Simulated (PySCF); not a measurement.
## Orbital energies and ionisation energy

Species: Si(NCS)Me3, C₄H₉NSSi.
Geometry (PBE0-D3(BJ)/def2-SVP, Å), atoms numbered from 1 in this order:
```
atom  x, y, z in Å
Si1   -0.0045   -0.0009   -0.0940
N2     0.0001   -0.0267    1.6571
C3     0.0079   -0.0421    2.8489
S4     0.0189   -0.0621    4.4287
C5     1.7802    0.0078   -0.6509
H6     1.8402    0.0272   -1.7509
H7     2.3078   -0.8909   -0.2964
H8     2.3116    0.8906   -0.2638
C9    -0.8996    1.5559   -0.6158
H10   -0.9341    1.6338   -1.7142
H11   -0.3880    2.4497   -0.2266
H12   -1.9337    1.5623   -0.2388
C13   -0.8960   -1.5428   -0.6637
H14   -1.9309   -1.5607   -0.2889
H15   -0.3859   -2.4481   -0.3005
H16   -0.9283   -1.5868   -1.7641
```

Level: CAM-B3LYP/def2-SVPD (PySCF). Frontier orbitals with their largest atomic shares (Löwdin; up to four atoms above 4 %):

| orbital | ε (eV) | main atoms |
| --- | --- | --- |
| HOMO−3 | -10.53 | C9 28 %, C5 19 %, Si1 19 %, H12 4 % |
| HOMO−2 | -10.53 | C13 30 %, Si1 19 %, C5 15 %, C9 6 % |
| HOMO−1 | -8.41 | ? |
| HOMO | -8.41 | ? |
| LUMO | 0.80 | Si1 17 %, S4 13 %, C13 9 %, C9 9 % |
| LUMO+1 | 0.84 | S4 32 %, C3 29 %, N2 22 %, Si1 6 % |
| LUMO+2 | 0.84 | S4 32 %, C3 29 %, N2 22 %, Si1 6 % |

Question: What vertical ionisation energy does ΔSCF give, and how far is −ε(HOMO) from it?

Answer: ΔSCF: 9.24 eV (892 kJ/mol; threshold wavelength 134 nm); ⟨S²⟩ of the doublet left behind is 0.778, against 0.75 for a pure doublet. −ε(HOMO) is 8.41 eV, 0.83 eV below it. For the exact functional −ε(HOMO) would equal the first vertical ionisation energy; CAM-B3LYP (range-separated hybrid) falls short of its own ΔSCF value by 9 %. Holes in the HOMO−1 and HOMO−2 were tried too where these lie within 1.2 eV of the HOMO; the lowest converged state counts.

Question: On which atoms does the HOMO lie?

Answer: HOMO: S4 55 %, N2 19 %, C3 18 %; HOMO−1: S4 55 %, N2 19 %, C3 18 %. These 2 orbitals lie within 0.02 eV of one another; within a degenerate set any mixture serves as well, and the shares of a single orbital can change with the mixture. The HOMO−2 lies 2.12 eV lower.

Question: With α = 106.8 au, estimate the like-pair dispersion coefficient by London's formula C6 = (3/4)α²I.

Answer: I = 0.3396 Eh, so C6 ≈ 2910 au, a rough estimate.

Question: Shift the occupied levels rigidly so that −ε(HOMO) equals the ΔSCF value. What binding energies result?

Answer: The shift is +0.83 eV: HOMO 9.24, HOMO−1 9.24, HOMO−2 11.36, HOMO−3 11.36 eV. A rigid shift is only a rough guide to the deeper ionisations.

Isolated species at its PBE0-D3(BJ)/def2-SVP geometry, gas phase.
